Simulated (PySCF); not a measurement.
**Working out the excitation energy of Ge**

Ge [Ar] 3d10 4s2 4p2 (3P) → Ge [Ar] 3d10 4s1 4p3 (5S). Computed with PySCF 2.14 in aug-cc-pwCVDZ-PP with ECP10MDF, with scalar relativity through the core potential. Frozen: nothing. Energies in hartree (1 hartree = 27.21139 eV):

```csv
part,Ge (lower),Ge (upper)
UHF,-293.342075,-293.212967
MP2 opposite-spin,-0.291076,-0.245041
MP2 same-spin,-0.146206,-0.147371
```

What does Hartree-Fock give?

(-293.212967) − (-293.342075) = 0.129108 hartree = 3.513 eV.

What do MP2 and SCS-MP2 (6/5 opposite-spin, 1/3 same-spin) give?

The opposite-spin parts differ by 1.253 eV and the same-spin parts by -0.032 eV. MP2: 3.513 + (1.253) + (-0.032) = 4.734 eV. SCS-MP2: 3.513 + 1.2 × (1.253) + (-0.032)/3 = 5.006 eV.

Measured between the centres of the two terms (NIST): 5.078 eV, so MP2 (valence and next inner shell) is off by -0.344 eV.

A double-zeta basis recovers only part of the correlation energy.

What remains against the reference includes basis incompleteness and correlation beyond second order.
